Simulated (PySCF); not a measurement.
Spinor energies of Tl⁸⁰⁺ (thallium, charge +80)

Start: 1s1; 1s1/2 filled at m_j = +1/2. Calculated with PySCF 2.14 in an even-tempered Gaussian basis (14 s from 300 bohr⁻², ratio 2.4; 11 p from 390 bohr⁻², ratio 2.4; 3 d from 1200 bohr⁻², ratio 2.6; 3 f from 1800 bohr⁻², ratio 2.6): generalised Hartree-Fock with the X2C-1e Hamiltonian and a Gaussian nucleus; one run each with spin-orbit coupling (SO) switched off, then screened by Boettger's factors.

```
spinor shell  electrons  ε, spin-free (eV)  ε, screened SO (eV)  weight of nominal j (screened SO)  rms radius, screened SO (bohr)
       1s1/2          1           -98761.6             -98761.6                              1.000                          0.0181
```

| quantity | spin-free | screened SO |
| --- | --- | --- |
| E (hartree) | -3629.42355 | -3629.42355 |
| M_J | 1/2 | 1/2 |
| ⟨J²⟩ | 0.750 | 0.750 |
| ⟨L²⟩ | 0.000 | 0.000 |
| ⟨S²⟩ | 0.750 | 0.750 |

Breit and QED terms are absent; they matter most for the inner s and p1/2 levels.

Densities and radii are taken from the X2C orbitals without a picture-change correction, which distorts them close to the nucleus.

Without spin-orbit coupling the j labels of p, d and f shells carry no meaning; the spin-free column gives the mean over the occupied spinors of each nl shell.
